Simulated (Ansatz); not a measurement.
One geometry of `[OH][Ti]([OH])([OH])[I]`, several functionals.

```yaml
crystal:
  periodic: [false, false, false]
  atoms:
    - {symbol: O, position_ang: [-0.692473, 1.043474, 1.183363]}
    - {symbol: Ti, position_ang: [0.124541, 0.123574, -0.097500]}
    - {symbol: O, position_ang: [1.851317, -0.027368, 0.317806]}
    - {symbol: O, position_ang: [-0.584312, -1.484375, -0.343176]}
    - {symbol: I, position_ang: [-0.171993, 1.442869, -2.322621]}
    - {symbol: H, position_ang: [-1.511689, 1.534922, 1.255566]}
    - {symbol: H, position_ang: [2.470689, -0.729985, 0.109538]}
    - {symbol: H, position_ang: [-1.393879, -1.960313, -0.158775]}
basis:
  gaussian: {orbitals: def2-TZVPP}
hamiltonian: {xc: {name: BLYP}, dispersion: d4}
output: {orbitals: {seedname: orbitals}}
```

```sh
$ ansatz run in.yaml --threads 2 --pin off --events-out ev --progress --plain --backend cuda
```

It prints (some lines left out):

```
Functional definition: BLYP
1429 factors; their error is unknown
mean field evaluation 1: about -37379.0218 eV, gradient 1.4e2 eV
mean field evaluation 2: about -36484.1824 eV, gradient 4.7e2 eV
mean field evaluation 4: about -37410.7674 eV, gradient 3.5e1 eV
mean field evaluation 8: about -37414.4234 eV, gradient 4.9e0 eV
mean field evaluation 16: about -37414.4539 eV, gradient 7.5e-3 eV
mean field -37414.45392815 eV, -1374.9558214319 hartree, gradient 3.0e-5 eV, S^2 0.000000; 0 other end points of the search recorded, 0 dependent functions left out
reference -37414.45429707 eV, -1374.9558349892 hartree; 37, 37 occupied and 212, 212 virtual orbitals, 1429 factors
Total energy: -37414.90264534 eV, -1374.9723114845 hartree
```

Hardware: 2 threads of an AMD EPYC 7R13 on a shared host and a share of an NVIDIA H100 80 GB. Wall time 2 s, peak host memory 0.83 GiB.

The same input with `hamiltonian: {xc: lda}` (abridged; 3.5 s):

```
Functional definition: SPW92
mean field evaluation 16: about -37305.6522 eV, gradient 6.8e-3 eV
mean field -37305.65220283 eV, -1370.9574317749 hartree, gradient 2.4e-5 eV, S^2 0.000000
Total energy: -37305.65224765 eV, -1370.9574334220 hartree
```

The same input with `hamiltonian: {xc: {name: LC-wPBE}}` (abridged; 1.7 s):

```
Functional definition: LC-wPBE
mean field evaluation 16: about -37407.7466 eV, gradient 3.1e-4 eV
mean field -37407.74656128 eV, -1374.7093302459 hartree, gradient 7.7e-5 eV, S^2 0.000000
Total energy: -37407.74656129 eV, -1374.7093302462 hartree
```

The same input with `hamiltonian: {xc: {name: r2SCANh}, dispersion: d4}` (abridged; 1.9 s):

```
Functional definition: r2SCANh
mean field evaluation 16: about -37414.1781 eV, gradient 3.9e-3 eV
mean field -37414.17810437 eV, -1374.9456850948 hartree, gradient 3.7e-5 eV, S^2 0.000000
Total energy: -37414.23382112 eV, -1374.9477326475 hartree
```

Changing it to `hamiltonian: {xc: {name: wB97X-V}}` (abridged; 2.3 s):

```
Functional definition: wB97X-V
mean field evaluation 16: about -37409.4698 eV, gradient 5.0e-4 eV
mean field -37409.46983438 eV, -1374.7726593641 hartree, gradient 5.0e-5 eV, S^2 0.000000
Total energy: -37409.46983208 eV, -1374.7726592795 hartree
```

With the line `hamiltonian: {xc: {name: B3LYP}, dispersion: d4}` and forces (abridged; 2.7 s):

```
Functional definition: B3LYP
mean field evaluation 16: about -37418.6963 eV, gradient 7.4e-4 eV
mean field -37418.69634172 eV, -1375.1117272550 hartree, gradient 3.3e-5 eV, S^2 0.000000
Total energy: -37419.04522229 eV, -1375.1245483793 hartree
Atom 0 force    -0.142211     0.191206     0.263357 eV/Å
Atom 1 force    -0.030208     0.098067    -0.174140 eV/Å
Atom 2 force     0.346331    -0.015493     0.084436 eV/Å
Atom 3 force    -0.138122    -0.324803    -0.058270 eV/Å
Atom 4 force    -0.012281     0.085993    -0.147454 eV/Å
Atom 5 force    -0.039490     0.022561     0.025200 eV/Å
Atom 6 force     0.047103    -0.020830     0.004442 eV/Å
Atom 7 force    -0.031122    -0.036701     0.002429 eV/Å
Dipole moment:    -0.304631    -0.427407     0.319867 e Å
```

B3LYP takes the VWN-RPA correlation (the form of Gaussian; ORCA's B3LYP/G).
